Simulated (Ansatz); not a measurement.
Conformers of `C=C[Se]CC`, each relaxed with PBE0-D4/def2-TZVP in Ansatz. CBS adds the triple-zeta coupled-cluster correction to the MP2 limit.

Outer-core shells of Se are correlated without core-valence functions. Scalar relativity is left out up to krypton. Spin–orbit coupling is left out.

Not all of them had a frequency check.

Conformer A:

Z-matrix (Å, degrees):
```
C
C 1 1.514
Se 1 1.948 2 113.9
H 1 1.091 2 111.5 3 -117.4
H 1 1.092 2 112.5 3 122.1
H 2 1.091 1 111.5 3 -58.7
H 2 1.091 1 110.9 3 61.4
H 2 1.094 1 110.4 3 -178.8
C 3 1.885 1 100.2 2 77.0
C 9 1.327 3 129.0 1 3.4
H 9 1.086 3 110.7 1 -177.0
H 10 1.084 9 119.9 3 179.1
H 10 1.083 9 123.3 3 -0.6
```

Conformer B:

Z-matrix (Å, degrees):
```
C
C 1 1.512
Se 1 1.953 2 113.8
H 1 1.092 2 111.8 3 117.9
H 1 1.092 2 112.1 3 -121.6
H 2 1.095 1 110.5 3 -179.9
H 2 1.091 1 111.1 3 -59.6
H 2 1.092 1 111.2 3 60.3
C 3 1.890 1 97.2 2 -70.0
C 9 1.326 3 124.4 1 152.5
H 9 1.087 3 114.4 1 -31.2
H 10 1.084 9 120.5 3 174.9
H 10 1.084 9 122.2 3 -4.4
```

**Question.** Which is lowest in electronic energy at CCSD(T)/CBS (frozen core, def2 sets), and by how much? (Best estimate.)

**Answer.** Ansatz gave: A; B lies 2.3 kJ/mol higher.

**Question.** Give the energies relative to A (kJ/mol) with r2SCAN-D4/def2-TZVPP, ωB97M-V/def2-TZVPP, B2PLYP/def2-TZVPP, CCSD/def2-TZVPP, HF/def2-QZVPP, SCS-MP2/def2-QZVPP, CCSD/CBS(def2). (Estimate.)

**Answer.** Computed: 
```
               level     B
r2SCAN-D4/def2-TZVPP   3.0
  ωB97M-V/def2-TZVPP   1.7
   B2PLYP/def2-TZVPP   1.2
     CCSD/def2-TZVPP   1.4
       HF/def2-QZVPP  -3.0
  SCS-MP2/def2-QZVPP   1.2
      CCSD/CBS(def2)   1.4
```
